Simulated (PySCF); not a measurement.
## Simulated absorption spectrum

Compound: C₂H₉NSi.
SMILES: `CN(C)[SiH3]`

Method used: TDDFT PBE0/def2-SVPD, vertical, gas phase, core orbitals frozen in the response (PySCF). Geometry: PBE0-D3(BJ)/def2-SVP; no solvent, vibrations or thermal averaging.

Computed states:

```tsv
state	E (eV)	f
S1	5.45	0.0087
S2	6.16	0.043
S3	6.37	0.0012
S4	6.78	0.0049
S5	6.95	0.034
S6	7.03	0.0000
```

Each state is given a Gaussian of 0.5 eV full width at half maximum, with ε(max) = 2.175×10⁸ f / Δν̃ (Δν̃ the width in cm⁻¹). The width is an assumption, not a result. The curve ends short of the highest state used, and states not computed would add to its high-energy end.

Question: What does the envelope look like, and where are its maxima?

Answer: 
(E (eV), ε (L mol⁻¹ cm⁻¹)): (4.70, 1), (4.74, 2), (4.78, 3), (4.82, 6), (4.86, 10), (4.90, 17), (4.94, 27), (4.98, 41), (5.02, 61), (5.06, 88), (5.10, 122), (5.14, 164), (5.18, 211), (5.22, 264), (5.26, 318), (5.30, 369), (5.34, 415), (5.38, 450), (5.42, 473), (5.46, 482), (5.50, 478), (5.54, 464), (5.58, 448), (5.62, 437), (5.66, 439), (5.70, 466), (5.74, 525), (5.78, 624), (5.82, 767), (5.86, 952), (5.91, 1234), (5.95, 1484), (5.99, 1736), (6.03, 1970), (6.07, 2163), (6.11, 2296), (6.15, 2356), (6.19, 2337), (6.23, 2243), (6.27, 2084), (6.31, 1879), (6.35, 1652), (6.39, 1425), (6.43, 1222)

Maxima: 227 nm (5.47 eV), ε about 480, made up of S1 (98%); 201 nm (6.16 eV), ε about 2400, made up of S2 (98%) (ε in L mol⁻¹ cm⁻¹; maxima over ε = 5, shares over 10%).

Question: What would ε be at 6.16 eV, the highest of these maxima, with half the width (0.25 eV)?

Answer: About 4640 L mol⁻¹ cm⁻¹ against 2360, a factor of about 1.97; a lone state at its own centre would give exactly 2.

Question: Coming from long wavelengths, where does ε first pass 100 L mol⁻¹ cm⁻¹?

Answer: At about 244 nm (5.08 eV), 0.37 eV below S1.

Question: Does any computed singlet lie in the visible range?

Answer: No computed singlet lies in the visible range (380 to 750 nm); the lowest, at 228 nm, stands 2.19 eV above its violet end (3.26 eV).

Cost: about 16 s of CPU time on one thread; the machine was shared, so the figure is rough.
